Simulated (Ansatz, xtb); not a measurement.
Two isomers of C4H9BrGe

Structure X is `Br[C@@H]1C[CH2][GeH2][CH2]1`, a singlet and structure Y is `[Br][GeH2][CH2]C1CC1`, a singlet. Both are isolated molecules in the gas phase, relaxed with B3LYP/def2-SVP; the shapes shown needn't be the lowest conformers.

X (Å):

```xyz
15

C     0.7571   -0.6284    2.1034
C    -0.2515   -0.9376    0.9886
C     0.3926   -0.7931   -0.4052
C     1.4860    0.6868    1.8125
Br    2.0901   -2.1222    2.2356
Ge    1.7117    0.6785   -0.1688
H     0.2816   -0.6434    3.0932
H    -1.0654   -0.1956    1.0990
H    -0.7084   -1.9283    1.1399
H    -0.3549   -0.5807   -1.1831
H     0.9239   -1.7130   -0.6908
H     1.2673    2.0180   -0.7992
H     3.1348    0.3417   -0.6541
H     2.4128    0.7966    2.3902
H     0.8201    1.5247    2.0846
```

Y (Å):

```xyz
15

C     0.1965   -0.2795    0.8516
C     0.6338    0.7986    1.8212
C     1.6340    1.8499    1.4038
C     0.1926    2.2305    1.6374
Br   -1.4826   -2.0473    3.3804
Ge   -1.5714   -1.0592    1.2508
H    -1.9391   -2.1892    0.2665
H    -2.6922   -0.0018    1.3091
H     0.9200   -1.1118    0.8286
H     0.1332    0.1177   -0.1772
H     0.7119    0.4563    2.8592
H     2.3833    2.1716    2.1328
H     1.9972    1.8278    0.3714
H    -0.0564    2.8180    2.5257
H    -0.4202    2.4693    0.7619
```

Quicker runs give these differences E(Y) − E(X): GFN2-xTB −0.841 eV; HF/STO-3G +0.392 eV (at GFN2-xTB geometries); r2SCAN-D4/def2-SVP −0.206 eV (at GFN2-xTB geometries).

Problem. Which of the two would you expect CCSD(T)/def2-SVP + ΔMP2/def2-TZVPP electronic energies to favour?

Solution. Too close to call at this level: CCSD(T)/def2-SVP + ΔMP2/def2-TZVPP gives E(Y) − E(X) = −0.064 eV.

How the difference moves with the method:

```tsv
level	geometry	E(Y) − E(X) (eV)	departure from the last row (eV)	job, with rough time for the two
GFN2-xTB	GFN2-xTB	−0.841	−0.777	optimisation, 0.18 s
HF/STO-3G	GFN2-xTB	+0.392	+0.457	single point, 0.6 s
r2SCAN-D4/def2-SVP	GFN2-xTB	−0.206	−0.142	single point, 5.3 s
B3LYP/def2-SVP	B3LYP/def2-SVP	−0.311	−0.247	optimisation, 67 s
HF/def2-SVP	B3LYP/def2-SVP	−0.525	−0.460	part of the CCSD(T) run
MP2/def2-SVP	B3LYP/def2-SVP	−0.240	−0.175	part of the CCSD(T) run
CCSD(T)/def2-SVP	B3LYP/def2-SVP	−0.228	−0.164	single point
CCSD(T)/def2-SVP + ΔMP2/def2-TZVPP	B3LYP/def2-SVP	−0.064		single point, 2.7 min
```

As drawn, Y has 1 Br–Ge, 1 C–C in place of 1 C–Br, 1 C–Ge. Structure X has a 5-membered ring, Y a 3-membered ring.

HF/STO-3G puts the two in the other order. The largest departure from CCSD(T)/def2-SVP + ΔMP2/def2-TZVPP is that of GFN2-xTB, 0.777 eV. The last row adds to CCSD(T) the change of the MP2 difference between the two basis sets, here +0.164 eV, a large step that makes the value less sure.

With thermal terms from frequencies at re-optimised GFN2-xTB minima (ideal gas, soft modes damped towards free rotors, one conformer each, 298.15 K, 1 atm): on the last row, ΔE + ΔZPE = −0.103, ΔH = −0.074, ΔG = −0.158 eV.

The correlated steps freeze 22 core orbitals; the filled d shell of Br and Ge is correlated, in a basis made for valence electrons. Mirror images aren't counted in ΔG. Programs: Ansatz 0.2.0, xtb 6.7.1; the last row on 4 threads of Arm Neoverse V2 on a shared host.
